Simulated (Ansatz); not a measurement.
Steps of a relaxation of GaH₄P (`[PH2][GaH2]`) with RKS PBE0-D4/def2-TZVP.

```sh
$ ansatz run in.yaml --threads 2 --pin off --events-out ev --progress --plain --max-ram 4352MiB
```

```yaml
crystal:
  periodic: [false, false, false]
  atoms:
    - {symbol: P, position_ang: [-0.669110, -1.333910, 0.250930]}
    - {symbol: Ga, position_ang: [-0.065680, 0.909150, 0.060020]}
    - {symbol: H, position_ang: [0.593750, -1.624770, 0.792310]}
    - {symbol: H, position_ang: [-0.203860, -1.564710, -1.052890]}
    - {symbol: H, position_ang: [0.702380, 1.562830, -1.180390]}
    - {symbol: H, position_ang: [-0.357480, 2.051420, 1.130020]}
basis:
  gaussian: {orbitals: def2-TZVP}
hamiltonian: {xc: pbe0, dispersion: d4}
relax: {f_tol: 0.005, max_steps: 150}
```

Positions (Å) and forces (eV/Å) along the path, 10 of 10 steps:

```xyz
6
step=1 energy=-61721.3413 eV
P    -0.669   -1.334    0.251   -0.433    0.315    0.028
Ga   -0.066    0.909    0.060    0.229    0.719   -0.054
H     0.594   -1.625    0.792    0.374   -0.063    0.281
H    -0.204   -1.565   -1.053    0.085   -0.183   -0.377
H     0.702    1.563   -1.180   -0.170   -0.395    0.031
H    -0.357    2.051    1.130   -0.085   -0.394    0.093
6
step=2 energy=-61721.4091 eV
P    -0.663   -1.246    0.206   -0.171   -0.072   -0.015
Ga   -0.035    0.989    0.058    0.071    0.166   -0.162
H     0.579   -1.534    0.831    0.064   -0.044    0.110
H    -0.189   -1.608   -1.085    0.060    0.068    0.035
H     0.702    1.442   -1.284   -0.199    0.084    0.342
H    -0.394    1.957    1.275    0.174   -0.203   -0.311
6
step=3 energy=-61721.4372 eV
P    -0.676   -1.240    0.188   -0.063   -0.017   -0.026
Ga   -0.033    0.993    0.041   -0.016   -0.185   -0.090
H     0.537   -1.539    0.866    0.012   -0.017    0.130
H    -0.137   -1.604   -1.073    0.028    0.024   -0.026
H     0.653    1.469   -1.286   -0.035    0.153    0.017
H    -0.344    1.921    1.265    0.074    0.041   -0.004
6
step=4 energy=-61721.4660 eV
P    -0.689   -1.243    0.150    0.223    0.018   -0.044
Ga   -0.031    0.989    0.012   -0.040   -0.273    0.013
H     0.453   -1.563    0.956   -0.197    0.061   -0.070
H    -0.047   -1.606   -1.068   -0.011   -0.021    0.096
H     0.568    1.542   -1.317    0.000    0.107   -0.126
H    -0.255    1.882    1.268    0.026    0.107    0.131
6
step=5 energy=-61721.4742 eV
P    -0.705   -1.233    0.060    0.926   -0.261    0.159
Ga   -0.024    0.990   -0.019    0.012   -0.152   -0.075
H     0.304   -1.565    1.072   -0.620    0.192   -0.562
H     0.103   -1.692   -1.049   -0.283    0.222    0.426
H     0.423    1.669   -1.359   -0.031   -0.013   -0.061
H    -0.102    1.832    1.295   -0.003    0.012    0.113
6
step=6 energy=-61721.5158 eV
P    -0.690   -1.231   -0.015    0.182    0.105    0.019
Ga    0.009    0.982   -0.037   -0.164   -0.053   -0.010
H     0.116   -1.552    1.111   -0.047   -0.050   -0.027
H     0.263   -1.672   -0.975   -0.055    0.020    0.037
H     0.257    1.705   -1.406    0.045   -0.006   -0.007
H     0.045    1.767    1.323    0.039   -0.015   -0.012
6
step=7 energy=-61721.5090 eV rejected
P    -0.681   -1.219   -0.009   -0.051   -0.191   -0.030
Ga   -0.056    0.992   -0.044    0.298   -0.024    0.070
H     0.119   -1.561    1.113   -0.026    0.039    0.000
H     0.270   -1.647   -0.973   -0.045    0.044    0.010
H     0.281    1.683   -1.404   -0.084    0.061   -0.078
H     0.067    1.752    1.318   -0.092    0.071    0.029
6
step=8 energy=-61721.5197 eV
P    -0.678   -1.221   -0.011    0.010   -0.026    0.003
Ga   -0.007    0.986   -0.034    0.004    0.028    0.000
H     0.109   -1.582    1.113   -0.008   -0.002   -0.001
H     0.266   -1.657   -0.976   -0.006    0.003   -0.001
H     0.259    1.694   -1.409    0.001   -0.003   -0.002
H     0.050    1.780    1.317    0.001   -0.001    0.001
6
step=9 energy=-61721.5198 eV
P    -0.677   -1.221   -0.011   -0.006    0.001   -0.001
Ga   -0.007    0.987   -0.034   -0.001    0.005    0.000
H     0.108   -1.585    1.114    0.003   -0.004   -0.001
H     0.266   -1.655   -0.978    0.003   -0.003    0.002
H     0.259    1.692   -1.409    0.001    0.001   -0.004
H     0.051    1.782    1.317    0.000    0.002    0.004
6
step=10 energy=-61721.5198 eV
P    -0.677   -1.221   -0.011    0.001   -0.002    0.000
Ga   -0.007    0.988   -0.033    0.001    0.002    0.000
H     0.108   -1.586    1.114   -0.001    0.000   -0.001
H     0.266   -1.656   -0.978   -0.001    0.000    0.001
H     0.259    1.692   -1.410    0.000    0.000    0.000
H     0.051    1.783    1.318    0.000    0.000    0.000
```

It took 29 s on 2 threads of an Arm Neoverse N1 on a shared host, with 0.2 GiB of host memory at the peak.
